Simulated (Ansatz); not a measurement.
Process, species as SMILES: [SeH] (SeH) → [SeH-] (an electron is taken up)
B3LYP-D3(BJ)/def2-TZVP geometries, fixed; electronic energies without zero-point terms; positive where energy is released.
Largest species:
```
Se
H 1 1.4749
```
Charge 0, spin multiplicity 2.

Basis-set convergence of the adiabatic electron affinity at MP2 with Ansatz (an electronic-structure program). Cartesian d functions, on some or all atoms, in 3-21G, 6-31G*; all else is spherical. Cores are frozen (with 3d on Ga to Br). Open shells are unrestricted. No added dispersion term, no relativity. Functions are those of the species that has most. Reference: Hartree-Fock in aug-cc-pV5Z plus the correlation part extrapolated as X^-3 from aug-cc-pVQZ and aug-cc-pV5Z, 2.394 eV, itself unsure by roughly 0.011 eV (a third of the extrapolation step and of the last Hartree-Fock step). Deviations are taken from unrounded values.

| basis | functions | adiabatic electron affinity (eV) | minus reference (eV) |
|---|---|---|---|
| pcseg-0 | 24 | 0.699 | -1.695 |
| 3-21G | 25 | 0.755 | -1.639 |
| pcseg-1 | 32 | 1.468 | -0.926 |
| def2-SV(P) | 34 | 1.241 | -1.153 |
| 6-31G* | 37 | 1.568 | -0.827 |
| def2-SVP | 37 | 1.268 | -1.127 |
| aug-cc-pVDZ | 45 | 2.153 | -0.241 |
| aug-pcseg-1 | 45 | 2.175 | -0.219 |
| def2-SVPD | 49 | 2.153 | -0.241 |
| 6-311G** | 50 | 1.751 | -0.644 |
| pcseg-2 | 57 | 2.002 | -0.392 |
| def2-TZVPP | 62 | 1.970 | -0.424 |
| def2-TZVPD | 66 | 2.206 | -0.188 |
| aug-cc-pVTZ | 82 | 2.262 | -0.132 |
| aug-pcseg-2 | 82 | 2.247 | -0.148 |
| def2-QZVPP | 119 | 2.154 | -0.240 |
| aug-pcseg-3 | 142 | 2.310 | -0.084 |
| pcseg-4 | 172 | 2.314 | -0.080 |
